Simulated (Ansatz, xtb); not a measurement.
# Two isomers of C4H4O3

Structure a is `O=CC1(C=O)CO1`, a singlet and structure b is `O=C[C@@H]1O[C@@H]1C=O`, a singlet. Both are isolated molecules in the gas phase, relaxed with B3LYP/def2-SVP; the shapes shown needn't be the lowest conformers.

a (Å):

```
atom    x (Å)    y (Å)    z (Å)
   C  -0.3755   0.2275   2.0886
   C  -0.2895  -0.2017   0.6539
   C   0.9604   0.1558  -0.1244
   C  -1.0575  -1.4103   0.2321
   O   0.5830   0.5496   2.7440
   O   1.0889  -0.0955  -1.2943
   O  -1.5224  -0.1264  -0.0674
   H  -1.4186   0.2236   2.4986
   H   1.7516   0.6651   0.4742
   H  -1.6246  -1.9737   0.9864
   H  -0.6462  -1.9823  -0.6096
```

b (Å):

```yaml
atoms:
  - { symbol: C, position_ang: [0.5411, -1.0972, 1.9827] }
  - { symbol: C, position_ang: [-0.3313, 0.0698, 1.6178] }
  - { symbol: C, position_ang: [-0.7800, 0.3271, 0.2113] }
  - { symbol: C, position_ang: [-0.3890, -0.5638, -0.9330] }
  - { symbol: O, position_ang: [1.5060, -0.9885, 2.6936] }
  - { symbol: O, position_ang: [-1.6444, -0.2260, 1.1843] }
  - { symbol: O, position_ang: [0.0144, -0.1332, -1.9818] }
  - { symbol: H, position_ang: [0.2147, -2.0802, 1.5566] }
  - { symbol: H, position_ang: [-0.2105, 0.9462, 2.2699] }
  - { symbol: H, position_ang: [-0.9574, 1.3744, -0.0708] }
  - { symbol: H, position_ang: [-0.5183, -1.6597, -0.7417] }
```

Question: Estimate E(b) − E(a) at the level CCSD(T)/def2-SVP + ΔMP2/def2-TZVPP.

Answer: CCSD(T)/def2-SVP + ΔMP2/def2-TZVPP gives E(b) − E(a) = +0.40 kcal/mol, slightly favouring structure a, which is too small a margin to settle the true order.

The same difference at several levels:

```json
{"level": "GFN2-xTB", "geometry": "GFN2-xTB", "E(b) − E(a) (kcal/mol)": "−1.20", "departure from the last row (kcal/mol)": "−1.60", "job, with rough time for the two": "optimisation, 0.3 s"}
{"level": "HF/STO-3G", "geometry": "GFN2-xTB", "E(b) − E(a) (kcal/mol)": "+0.68", "departure from the last row (kcal/mol)": "+0.28", "job, with rough time for the two": "single point, 0.64 s"}
{"level": "r2SCAN-D4/def2-SVP", "geometry": "GFN2-xTB", "E(b) − E(a) (kcal/mol)": "+1.33", "departure from the last row (kcal/mol)": "+0.92", "job, with rough time for the two": "single point, 4.3 s"}
{"level": "B3LYP/def2-SVP", "geometry": "B3LYP/def2-SVP", "E(b) − E(a) (kcal/mol)": "+0.47", "departure from the last row (kcal/mol)": "+0.07", "job, with rough time for the two": "optimisation, 53 s"}
{"level": "HF/def2-SVP", "geometry": "B3LYP/def2-SVP", "E(b) − E(a) (kcal/mol)": "+0.84", "departure from the last row (kcal/mol)": "+0.43", "job, with rough time for the two": "part of the CCSD(T) run"}
{"level": "MP2/def2-SVP", "geometry": "B3LYP/def2-SVP", "E(b) − E(a) (kcal/mol)": "+1.88", "departure from the last row (kcal/mol)": "+1.47", "job, with rough time for the two": "part of the CCSD(T) run"}
{"level": "CCSD(T)/def2-SVP", "geometry": "B3LYP/def2-SVP", "E(b) − E(a) (kcal/mol)": "+1.67", "departure from the last row (kcal/mol)": "+1.27", "job, with rough time for the two": "single point"}
{"level": "CCSD(T)/def2-SVP + ΔMP2/def2-TZVPP", "geometry": "B3LYP/def2-SVP", "E(b) − E(a) (kcal/mol)": "+0.40", "departure from the last row (kcal/mol)": "", "job, with rough time for the two": "single point, 80 s"}
```

As drawn, both hold the same kinds of bond in the same numbers.

The largest departure from CCSD(T)/def2-SVP + ΔMP2/def2-TZVPP is that of GFN2-xTB, 1.60 kcal/mol. The last row adds to CCSD(T) the change of the MP2 difference between the two basis sets, here −1.27 kcal/mol.

With thermal terms from frequencies at re-optimised GFN2-xTB minima (ideal gas, soft modes damped towards free rotors, one conformer each, 298.15 K, 1 atm): the zero-point term adds +0.10 kcal/mol; ΔH is +0.42 and ΔG +0.45 kcal/mol.

The correlated steps freeze 7 core orbitals. Mirror images aren't counted in ΔG. Codes used: Ansatz 0.2.0, xtb 6.7.1; the last row on 2 threads of Intel(R) Xeon(R) Processor @ 2.70GHz on a shared host.
